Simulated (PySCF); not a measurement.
# TlO⁺: frontier orbitals

HSE06 at R = 2.986 Å; Tl cc-pVDZ-PP with ECP60, O cc-pVDZ; scalar-relativistic core potentials (PySCF 2.14). State: ³Σ⁻ (triplet), unpaired electrons π ↑↑. Only the outer orbitals are listed, counted within each symmetry, core potentials removing the inner ones.

| spin | orbital | occ. | ε (eV) | on Tl (%) | main shells (%) |
| --- | --- | --- | --- | --- | --- |
| α | 3π | 1 | -17.70 | 0 | 100 O p |
| α | 3π | 1 | -17.70 | 0 | 100 O p |
| α | 6σ | 1 | -16.71 | 76 | 76 Tl s, 24 O p |
| α | 7σ | 1 | -15.30 | 26 | 74 O p, 24 Tl s |
| α | 4π | 0 | -7.59 | 100 | 100 Tl p |
| α | 4π | 0 | -7.59 | 100 | 100 Tl p |
| α | 8σ | 0 | -7.18 | 98 | 98 Tl p |
| β | 6σ | 1 | -16.54 | 93 | 93 Tl s |
| β | 7σ | 1 | -13.99 | 11 | 89 O p |
| β | 3π | 0 | -9.57 | 5 | 95 O p |
| β | 3π | 0 | -9.57 | 5 | 95 O p |
| β | 4π | 0 | -7.51 | 96 | 96 Tl p |

**Question.** Which are the highest filled and the lowest empty level, where do they sit, and how wide is the gap?

**Answer.** Highest filled β 7σ at -13.99 eV (in %: 89 O p); lowest empty β 3π at -9.57 eV (in %: 95 O p); the gap at HSE06 is 4.42 eV.

```
bond order (Mayer)                                                                                                : 0.17
⟨S²⟩                                                                                                              : 2.004
charge on Tl (Mulliken, basis-dependent)                                                                          : 0.91
charge on Tl (Löwdin, basis-dependent)                                                                            : 0.89
dipole moment (positive dipole points towards O; it is taken about the centre of mass and depends on that origin) : 0.10 D
```

Spin–orbit coupling is left out, which matters for elements this heavy, above all for dissociation energies. The state is the lowest determinant that a PBE0 search found; another state may lie lower at other levels.
